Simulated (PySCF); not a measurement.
A calculated (revPBE, PySCF 2.14, x2c-QZVPPall, scalar relativity by spin-free X2C-1e) atom or ion has these occupied shells.

| shell | electrons | orbital energy (eV) | rms radius, mean of both spins (bohr) |
| --- | --- | --- | --- |
| 1s β | 1 | -24138.3 | 0.0365 |
| 1s α | 1 | -24138.3 | 0.0365 |
| 2s α | 1 | -3534.7 | 0.150 |
| 2s β | 1 | -3534.5 | 0.150 |
| 2p α | 3 | -3171.2 | 0.133 |
| 2p β | 3 | -3171.1 | 0.133 |
| 3s α | 1 | -646.73 | 0.406 |
| 3s β | 1 | -646.65 | 0.406 |
| 3p α | 3 | -527.10 | 0.408 |
| 3p β | 3 | -527.01 | 0.408 |
| 3d α | 5 | -336.65 | 0.391 |
| 3d β | 5 | -336.51 | 0.391 |
| 4s α | 1 | -96.856 | 1.01 |
| 4s β | 1 | -96.122 | 1.01 |
| 4p α | 3 | -62.734 | 1.11 |
| 4p β | 3 | -61.967 | 1.11 |
| 4d α | 5 | -14.881 | 1.62 |
| 4d β | 4 | -14.203 | 1.62 |

Question: Name the element and its charge.

Answer: Pd⁺ (palladium, charge +1), in [Kr] 4d9, 2D determinant.
